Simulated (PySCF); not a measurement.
Record of a relaxation.

Compound: C₃H₁₃NPSi (charge +1).
SMILES with atom numbers: `[CH3:1][CH:2]([CH3:3])[Si@@H:4]([NH2:5])[PH3+:6]` (hydrogens: H7, H8, H9 on C1; H10 on C2; H11, H12, H13 on C3; H14 on Si4; H15, H16 on N5; H17, H18, H19 on P6)

Method: PySCF 2.14.0, PBE0-D3(BJ)/def2-SVP geometry optimisation, gas phase; density fitting, grid level 1; the optimiser is geomeTRIC in internal coordinates, started from a GFN2-xTB structure. The frame can shift and turn from step to step; on so coarse a grid that alone can change the energy by a few meV, and forces under 0.02 eV/Å are noise.

Step 0: E = -21952.7622 eV, largest atomic force 1.375 eV/Å
```
atom  x, y, z in Å  |  force x, y, z in eV/Å
C1     -1.335    1.395   -0.351    0.335  -0.321   0.411
C2     -1.110    0.106    0.442    0.444   0.022  -0.362
C3     -1.447   -1.111   -0.422    0.370   0.312   0.472
Si4     0.676    0.037    1.113   -0.840  -0.764  -0.776
N5      1.275   -1.506    1.478   -0.148   0.447   0.104
P6      1.850    0.623   -0.936   -0.188  -0.034   0.646
H7     -2.370    1.455   -0.677   -0.400   0.048  -0.166
H8     -0.707    1.414   -1.246    0.075   0.115  -0.348
H9     -1.120    2.278    0.246    0.066   0.463   0.162
H10    -1.796    0.115    1.293   -0.050   0.008   0.476
H11    -0.752   -1.206   -1.257    0.197  -0.127  -0.383
H12    -2.449   -1.004   -0.833   -0.400   0.026  -0.176
H13    -1.425   -2.031    0.155   -0.007  -0.473   0.158
H14     1.194    1.114    1.950    0.218   0.374   0.250
H15     2.100   -1.664    2.036    0.290   0.008   0.207
H16     0.727   -2.348    1.393   -0.209  -0.214  -0.193
H17     1.994    1.951   -1.276   -0.061   0.990  -0.049
H18     1.502    0.122   -2.170   -0.531  -0.531  -0.685
H19     3.183    0.269   -0.947    0.839  -0.350   0.253
```

Step 1: E = -21952.9421 eV, largest atomic force 0.355 eV/Å
```
atom  x, y, z in Å  |  force x, y, z in eV/Å
C1     -1.264    1.447   -0.452   -0.070   0.038  -0.037
C2     -1.090    0.137    0.316    0.045   0.050  -0.032
C3     -1.444   -1.087   -0.528   -0.040  -0.044  -0.060
Si4     0.622    0.004    1.062   -0.051   0.183   0.295
N5      1.036   -1.497    1.706   -0.022  -0.044  -0.130
P6      2.012    0.546   -0.830    0.027  -0.070  -0.347
H7     -2.311    1.549   -0.783    0.047   0.023   0.011
H8     -0.650    1.480   -1.369   -0.003  -0.003  -0.010
H9     -1.026    2.336    0.153    0.004  -0.017   0.008
H10    -1.769    0.165    1.192    0.125  -0.018   0.011
H11    -0.768   -1.210   -1.391   -0.023   0.005   0.009
H12    -2.463   -0.979   -0.935    0.034  -0.021   0.021
H13    -1.427   -2.024    0.050   -0.006   0.014   0.002
H14     1.140    1.107    1.913   -0.066   0.013  -0.013
H15     1.797   -1.632    2.363   -0.016  -0.050   0.040
H16     0.541   -2.354    1.480    0.110   0.003  -0.011
H17     2.126    1.920   -1.171   -0.047  -0.135   0.078
H18     1.577   -0.042   -2.048    0.103   0.068   0.102
H19     3.371    0.137   -0.761   -0.153   0.007   0.064
```

Step 2: E = -21952.9592 eV, largest atomic force 0.218 eV/Å
```
atom  x, y, z in Å  |  force x, y, z in eV/Å
C1     -1.263    1.457   -0.451    0.008  -0.004   0.021
C2     -1.092    0.141    0.312    0.003  -0.041  -0.074
C3     -1.451   -1.082   -0.535   -0.025  -0.002   0.006
Si4     0.609    0.005    1.073    0.081   0.138   0.149
N5      1.067   -1.492    1.702   -0.060  -0.030  -0.108
P6      1.992    0.525   -0.832   -0.031  -0.057  -0.105
H7     -2.307    1.571   -0.780    0.001  -0.003   0.013
H8     -0.650    1.491   -1.369   -0.001  -0.008   0.002
H9     -1.017    2.340    0.160    0.009   0.002   0.001
H10    -1.762    0.166    1.193    0.006  -0.003   0.023
H11    -0.779   -1.205   -1.401   -0.001   0.011   0.002
H12    -2.470   -0.974   -0.937   -0.001  -0.004   0.007
H13    -1.434   -2.018    0.043    0.005   0.002   0.009
H14     1.101    1.120    1.922   -0.027   0.010  -0.009
H15     1.824   -1.622    2.365   -0.022   0.021   0.034
H16     0.611   -2.362    1.453    0.041  -0.031  -0.029
H17     2.098    1.893   -1.175   -0.003  -0.003   0.010
H18     1.589   -0.075   -2.047    0.027   0.009   0.001
H19     3.343    0.123   -0.727   -0.010  -0.005   0.048
```

Step 3: E = -21952.9650 eV, largest atomic force 0.142 eV/Å
```
atom  x, y, z in Å  |  force x, y, z in eV/Å
C1     -1.278    1.460   -0.445   -0.004  -0.025   0.010
C2     -1.090    0.144    0.314    0.004   0.024  -0.066
C3     -1.452   -1.086   -0.522    0.023   0.031   0.051
Si4     0.612    0.032    1.071   -0.062  -0.099  -0.080
N5      1.057   -1.483    1.665    0.109   0.059   0.051
P6      2.005    0.516   -0.839   -0.072  -0.007   0.101
H7     -2.327    1.571   -0.756   -0.025   0.009  -0.002
H8     -0.680    1.496   -1.372    0.007  -0.005   0.004
H9     -1.025    2.341    0.164    0.007   0.010  -0.005
H10    -1.742    0.163    1.207   -0.053   0.011   0.022
H11    -0.795   -1.204   -1.399    0.010   0.005  -0.010
H12    -2.479   -0.991   -0.906   -0.021   0.010   0.000
H13    -1.415   -2.018    0.061    0.004  -0.003   0.001
H14     1.083    1.149    1.927    0.028  -0.026   0.005
H15     1.794   -1.619    2.349   -0.022  -0.023   0.019
H16     0.629   -2.355    1.374    0.000   0.002  -0.026
H17     2.129    1.877   -1.186    0.026   0.074  -0.044
H18     1.640   -0.095   -2.057   -0.034  -0.038  -0.055
H19     3.343    0.103   -0.680    0.075  -0.008   0.023
```

Step 4: E = -21952.9681 eV, largest atomic force 0.064 eV/Å
```
atom  x, y, z in Å  |  force x, y, z in eV/Å
C1     -1.279    1.461   -0.445    0.015  -0.005   0.002
C2     -1.096    0.145    0.312   -0.007  -0.010   0.035
C3     -1.464   -1.081   -0.524    0.002   0.001   0.013
Si4     0.607    0.023    1.069   -0.017  -0.011  -0.060
N5      1.080   -1.483    1.666    0.022  -0.010   0.000
P6      2.001    0.512   -0.837   -0.020   0.025   0.048
H7     -2.328    1.579   -0.754   -0.006   0.000   0.004
H8     -0.681    1.493   -1.372    0.001   0.000  -0.002
H9     -1.019    2.342    0.163    0.004   0.003  -0.004
H10    -1.750    0.166    1.205   -0.018   0.010  -0.002
H11    -0.808   -1.201   -1.402   -0.001   0.000  -0.006
H12    -2.492   -0.981   -0.906   -0.005  -0.001  -0.001
H13    -1.430   -2.014    0.058    0.006  -0.002  -0.002
H14     1.074    1.142    1.925    0.026  -0.010   0.009
H15     1.812   -1.611    2.356   -0.021   0.013   0.019
H16     0.670   -2.361    1.367    0.001  -0.002  -0.017
H17     2.124    1.874   -1.193    0.013   0.011  -0.029
H18     1.645   -0.110   -2.055   -0.009  -0.015  -0.012
H19     3.343    0.107   -0.663    0.015   0.002   0.007
```

Step 5: E = -21952.9695 eV, largest atomic force 0.051 eV/Å
```
atom  x, y, z in Å  |  force x, y, z in eV/Å
C1     -1.279    1.461   -0.445    0.011   0.000  -0.009
C2     -1.099    0.145    0.313   -0.012  -0.010   0.048
C3     -1.473   -1.081   -0.520   -0.003  -0.007  -0.005
Si4     0.606    0.020    1.065   -0.003   0.016  -0.026
N5      1.088   -1.484    1.658   -0.003  -0.021  -0.019
P6      2.002    0.516   -0.837    0.005   0.029   0.009
H7     -2.330    1.583   -0.749    0.003   0.000   0.003
H8     -0.685    1.487   -1.375   -0.004   0.000  -0.002
H9     -1.012    2.342    0.160    0.002   0.000   0.000
H10    -1.751    0.170    1.208    0.002   0.008  -0.012
H11    -0.821   -1.202   -1.401   -0.004   0.002  -0.001
H12    -2.502   -0.980   -0.897    0.002  -0.003   0.002
H13    -1.436   -2.014    0.063    0.004   0.000   0.000
H14     1.074    1.136    1.925    0.017  -0.007   0.009
H15     1.811   -1.607    2.360   -0.015   0.012   0.014
H16     0.692   -2.365    1.349    0.006  -0.001  -0.005
H17     2.127    1.876   -1.204   -0.001  -0.016  -0.013
H18     1.653   -0.115   -2.054    0.003  -0.004   0.010
H19     3.344    0.114   -0.651   -0.010   0.004   0.000
```

Step 6: E = -21952.9708 eV, largest atomic force 0.036 eV/Å
```
atom  x, y, z in Å  |  force x, y, z in eV/Å
C1     -1.280    1.460   -0.446    0.005   0.004  -0.013
C2     -1.102    0.146    0.317   -0.008   0.005   0.028
C3     -1.485   -1.082   -0.509   -0.002  -0.014  -0.013
Si4     0.606    0.019    1.058    0.005   0.024   0.012
N5      1.099   -1.486    1.641   -0.015  -0.013  -0.029
P6      2.003    0.524   -0.838    0.023   0.016  -0.017
H7     -2.332    1.589   -0.740    0.006   0.000   0.001
H8     -0.694    1.476   -1.381   -0.006  -0.002  -0.001
H9     -0.998    2.342    0.151   -0.002  -0.002   0.003
H10    -1.750    0.178    1.216    0.012   0.005  -0.012
H11    -0.843   -1.203   -1.397   -0.004   0.002   0.003
H12    -2.519   -0.982   -0.875    0.004  -0.003   0.004
H13    -1.441   -2.013    0.076    0.001   0.001   0.000
H14     1.079    1.126    1.927    0.003  -0.007   0.008
H15     1.800   -1.605    2.364   -0.002   0.002   0.004
H16     0.724   -2.369    1.311    0.004  -0.002   0.008
H17     2.131    1.879   -1.226   -0.015  -0.022   0.003
H18     1.669   -0.126   -2.049    0.008  -0.001   0.019
H19     3.345    0.129   -0.632   -0.018   0.005  -0.008
```

Step 7: E = -21952.9712 eV, largest atomic force 0.024 eV/Å
```
atom  x, y, z in Å  |  force x, y, z in eV/Å
C1     -1.278    1.459   -0.447    0.000   0.001  -0.007
C2     -1.103    0.148    0.320   -0.001   0.011   0.003
C3     -1.489   -1.082   -0.502    0.000  -0.008  -0.005
Si4     0.607    0.019    1.057    0.003   0.013   0.018
N5      1.101   -1.489    1.631   -0.009  -0.004  -0.022
P6      2.002    0.528   -0.839    0.018   0.002  -0.012
H7     -2.332    1.592   -0.738    0.003   0.000   0.000
H8     -0.697    1.469   -1.386   -0.003  -0.002  -0.001
H9     -0.991    2.343    0.144   -0.001  -0.001   0.002
H10    -1.748    0.184    1.220    0.006   0.004  -0.005
H11    -0.851   -1.205   -1.392   -0.002   0.002   0.002
H12    -2.524   -0.984   -0.863    0.002  -0.001   0.003
H13    -1.442   -2.012    0.085    0.000   0.001   0.001
H14     1.083    1.120    1.931   -0.002  -0.006   0.007
H15     1.793   -1.608    2.363    0.003  -0.002  -0.001
H16     0.734   -2.372    1.293    0.001  -0.001   0.009
H17     2.125    1.881   -1.236   -0.014  -0.010   0.003
H18     1.674   -0.132   -2.045    0.005  -0.003   0.011
H19     3.345    0.139   -0.628   -0.008   0.005  -0.006
```

Task: Summarise the path.

Result: The energy falls by 0.2090 eV from step 0 to step 7; nine tenths of that is first reached at step 2. It falls at every step. The largest force goes from 1.375 to 0.024 eV/Å. Among the bonds C2–Si4 changes most, from 1.909 to 1.866 Å; the atoms move by 0.131 Å rms after alignment.

The cost below is that of the whole optimisation. Time: 71 s of wall time; peak memory 0.65 GiB. Hardware: one thread of an Intel Xeon Platinum 8488C, shared host.
